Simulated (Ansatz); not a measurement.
Consider the formal hydrolysis of a C–C bond: `Cc1ccccc1C` + H₂O → `Cc1ccccc1O` + CH₄.

Computed with Ansatz on PBE0-D4/def2-TZVP structures; ΔE is electronic, products minus reactants. CCSD(T)/CBS is the MP2 limit (def2-TZVPP, def2-QZVPP) plus CCSD(T) − MP2 in def2-TZVPP, frozen cores. This one scheme is used for every species. DFT in def2-TZVPP. HSE06 is defined as in plane-wave codes. Each species was taken in one conformer, which may not be the lowest.

```
             level  ΔE (kcal/mol)  difference from CCSD(T)/CBS
       LDA (SPW92)            1.2                         -4.8
        r2SCANh-D4            2.1                         -3.9
          HSE06-D4            3.2                         -2.8
              PBE0            2.4                         -3.6
             BHLYP            2.2                         -3.8
           LC-ωPBE            2.6                         -3.4
     HF/def2-TZVPP            2.3                         -3.7
SCS-MP2/def2-TZVPP            5.4                         -0.6
CCSD(T)/def2-TZVPP            4.9                         -1.1
SCS-MP2/def2-QZVPP            6.1                          0.1
       CCSD(T)/CBS            6.0                            0
```

Largest T1 diagnostic among the species: 0.011.

From r2SCAN to r2SCAN0 (25 % exact exchange), in def2-TZVPP and without D4, ΔE moves by +1.2 kcal/mol. Leaving LDA and LC-ωPBE aside and taking each functional with its dispersion term where it has one, the values, not all of them listed here, spread over 2.9 kcal/mol, from r2SCAN-D4 to PBE-QIDH. In def2-TZVPP, CCSD(T) changes the Hartree–Fock value by +2.7 kcal/mol (the triples alone add +0.0 kcal/mol) and MP2 by +4.2 kcal/mol.

CCSD(T)/CBS has its own doubt, a few kJ/mol and more with outer-core shells, so smaller differences from it don't rank the levels.
